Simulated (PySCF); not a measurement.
SMILES OCCc1ccccc1 at its GFN2-xTB optimised geometry (Å):

```
19

O      1.9243    -2.9281     0.0622
C      1.3795    -1.6335     0.0000
C     -0.1572    -1.6335     0.0000
C     -0.6787    -0.2261     0.0000
C     -0.8668     0.4566     1.1952
C     -1.3128     1.7659     1.1967
C     -1.5741     2.4124     0.0006
C     -1.3868     1.7420    -1.1957
C     -0.9406     0.4322    -1.1946
H      1.6127    -3.4340    -0.6968
H      1.7449    -1.0987    -0.8894
H      1.7509    -1.1155     0.8871
H     -0.5128    -2.1666    -0.8863
H     -0.5033    -2.1690     0.8862
H     -0.6656    -0.0452     2.1309
H     -1.4581     2.2836     2.1338
H     -1.9243     3.4340     0.0009
H     -1.5899     2.2399    -2.1328
H     -0.7991    -0.0868    -2.1323
```

Level of theory: CAM-B3LYP/def2-SVP (PySCF 2.14.0). Cells within 0.4 Å of a nucleus heavier than hydrogen are left out (blank, or x).

Map of the Laplacian of the electron density (e/bohr⁵), clipped to [-1.50, 1.50] on the plane z = 0.0 Å:

```
|7777777777777777777777777|
|7777777777777777777777777|
|7777777777777777777777777|
|7777777777777777777777777|
|7777777768777777777777777|
|7777777707877777777777777|
|777777776x877777777777777|
|77777778xx887777777777777|
|7777777888887777777777777|
|7777777788887777777777777|
|7777777788887777777777777|
|7777777788988777777777777|
|7777777788xx8777777777777|
|7777777778xx8878877777777|
|7777777778747888887777777|
|77777777788xx65x687777777|
|77777777778xx54x887777777|
|7777777777888887698777777|
|7777777777788889x09777777|
|7777777777777789x69777777|
|7777777777777779998777777|
|7777777777777777877777777|
|7777777777777777777777777|
|7777777777777777777777777|
|7777777777777777777777777|
```
Scale: ten equal steps from -1.50 (start of '0') to 0.467 (end of '9'), in the order '0123456789'; x runs from -5.50 to 5.50, y from -5.50 (bottom) to 5.50 (top).
